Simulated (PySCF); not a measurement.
**Computed structure and properties of Ce(NH2)4**

System: Ce(NH2)4 (singlet); start: displaced along the imaginary mode (S4). Method: PySCF 2.14.0, RKS PBE0, Ce lcecp-2-SVP with ECP46, N def2-SVP, H def2-SVP; non-relativistic Hamiltonian with scalar-relativistic core potentials where named; density fitting; no spin-orbit coupling.

Input of the relaxation:

```python
mol = gto.M(atom='''
Ce    -0.00000     0.00000     0.00000
N      1.18972     1.30750     1.31958
H      1.41191     1.16157     2.33472
H      1.78704     2.08624     0.94354
N     -1.18972    -1.31958     1.30750
H     -1.78704    -0.94354     2.08624
H     -1.41191    -2.33472     1.16157
N      1.18972    -1.30750    -1.31958
H      1.78704    -2.08624    -0.94354
H      1.41191    -1.16157    -2.33472
N     -1.18972     1.31958    -1.30750
H     -1.41191     2.33472    -1.16157
H     -1.78704     0.94354    -2.08624''',
    basis={'Ce': 'lcecp-2-SVP', 'N': 'def2-SVP', 'H': 'def2-SVP'},
    ecp={'Ce': 'lcecp-2-SVP'},
    charge=0, spin=0)
mf = dft.RKS(mol, xc='PBE0')
mf.grids.atom_grid = (50, 194)  # f atoms: unpruned, at least (60, 302)
mf = mf.density_fit()  # fitting sets: Ce AutoAux, N def2-universal-JKFIT, H def2-universal-JKFIT
mf.conv_tol = 1e-08; mf.max_cycle = 55
mf.kernel(dm0)  # dm0: converged density of the start geometry
# quasi-Newton relaxation in Cartesian coordinates to a largest gradient under 0.00045 Eh/bohr, steps kept in the point group
```

Run from Python with OMP_NUM_THREADS=2; the lines above give its settings. Where DIIS fails, smearing, a level shift and second-order steps follow.
It took 98 s on 2 threads of Arm Neoverse V1 (shared host), from the converged density of the start.

Course of the relaxation:

```csv
step,energy above end (eV),largest force component within the symmetry (eV/Å)
0,0.3319,1.213
1,0.1453,0.108
2,0.1174,0.073
3,0.1173,1.033
4,0.0633,0.193
5,0.0487,0.176
6,0.0313,0.531
7,0.0122,0.231
8,0.0069,0.118
9,0.0023,0.132
10,0.0009,0.032
11,0.0004,0.017
12,0.0002,0.023
13,0.0001,0.019
14,0.0000,0.012
```

Relaxed geometry (S4):

```xyz
13

Ce    0.0000    0.0000    0.0000
N     1.2748    1.2352    1.3018
H     1.2134    1.3763    2.3090
H     2.1261    1.7012    0.9866
N    -1.2748   -1.3018    1.2352
H    -2.1261   -0.9866    1.7012
H    -1.2134   -2.3090    1.3763
N     1.2748   -1.2352   -1.3018
H     2.1261   -1.7012   -0.9866
H     1.2134   -1.3763   -2.3090
N    -1.2748    1.3018   -1.2352
H    -1.2134    2.3090   -1.3763
H    -2.1261    0.9866   -1.7012
```

```csv
contact,Å
Ce1–N2 (NH2),2.201
Ce1–N5 (NH2),2.201
Ce1–N8 (NH2),2.201
Ce1–N11 (NH2),2.201
```

On the finer grid (75, 302):

```json
{
  "HOMO": "not given (4f levels lie in the core)",
  "LUMO": "not given (4f levels lie in the core)",
  "Dipole about the centre of mass": "0.00 D",
  "Set of Mulliken populations of Ce1 outside the core potential": "s 2.21, p 6.34, d 2.11, f 0.13",
  "D3(BJ) dispersion energy (not in the energies)": "-0.223 eV"
}
```

| atom | Mulliken (e) | Löwdin (e) | spin (e) |
| --- | --- | --- | --- |
| Ce1 | 1.21 | 0.95 | 0.00 |
| N2 | -0.58 | -0.38 | 0.00 |
| H3 | 0.14 | 0.07 | 0.00 |
| H4 | 0.14 | 0.07 | 0.00 |
| N5 | -0.58 | -0.38 | 0.00 |
| H6 | 0.14 | 0.07 | 0.00 |
| H7 | 0.14 | 0.07 | 0.00 |
| N8 | -0.58 | -0.38 | 0.00 |
| H9 | 0.14 | 0.07 | 0.00 |
| H10 | 0.14 | 0.07 | 0.00 |
| N11 | -0.58 | -0.38 | 0.00 |
| H12 | 0.14 | 0.07 | 0.00 |
| H13 | 0.14 | 0.07 | 0.00 |

The large-core potential holds the 4f shell empty.

On the grid (50, 194), as all that follows. Harmonic modes: a minimum; lowest 70 cm⁻¹ (negative: unstable), highest 3641 cm⁻¹, zero-point energy 2.612 eV.

Taking off one NH2 (charge -1, singlet; the rest: singlet) in vacuum, both parts rigid, costs 10.76 eV; the small basis without counterpoise inflates it. Most of it is the attraction of opposite charges; other ways to part are cheaper, and one spin state was tried for the rest.

Rigid scan of NH2 along the line from its metal:

```
distance to N2 (Å)  energy (eV)
              1.90        1.123
              2.00        0.435
              2.10        0.095
              2.20        0.000
              2.30        0.072
              2.40        0.257
              2.60        0.816
              2.90        1.807
              3.30        3.033
              3.80        4.210
```

One start shape was tried, so this needn't be the lowest isomer.
